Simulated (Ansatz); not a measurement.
`BN(C)CF` → `BNC(C)F`  (isomerisation)

Gas-phase electronic energies from Ansatz, PBE0-D4/def2-TZVP geometries. CCSD(T)/CBS adds triple-zeta CCSD(T) − MP2 to the extrapolated MP2 energy (def2 sets, frozen cores). Functionals use def2-TZVPP. B3LYP here is the variant with VWN-RPA as its local correlation; programs differ in this. One conformer a species, not always the lowest.

Is it downhill or uphill in electronic energy at CCSD(T)/CBS, and by how much? (Estimate.)

The calculation gave: Downhill: ΔE = -44.6 kJ/mol.

What do these levels give: PBE-D4, r2SCAN-D4, PBE0-D4, B3LYP-D4, ωB97M-V, MP2/def2-TZVPP, CCSD/def2-TZVPP, CCSD(T)/def2-TZVPP, MP2/def2-QZVPP, HF/CBS(def2), MP2/CBS(def2), CCSD/CBS(def2)? (Estimate.)

Ansatz gave: PBE-D4 -43.3, r2SCAN-D4 -47.1, PBE0-D4 -45.0, B3LYP-D4 -42.9, ωB97M-V -46.4, MP2/def2-TZVPP -43.6, CCSD/def2-TZVPP -43.7, CCSD(T)/def2-TZVPP -42.9, MP2/def2-QZVPP -44.5, HF/CBS(def2) -46.5, MP2/CBS(def2) -45.3, CCSD/CBS(def2) -45.4 kJ/mol.

Largest T1 diagnostic among the species: 0.012.

In def2-TZVPP, CCSD(T) changes the Hartree–Fock value by +3.8 kJ/mol (the triples alone add +0.8 kJ/mol) and MP2 by +3.2 kJ/mol.
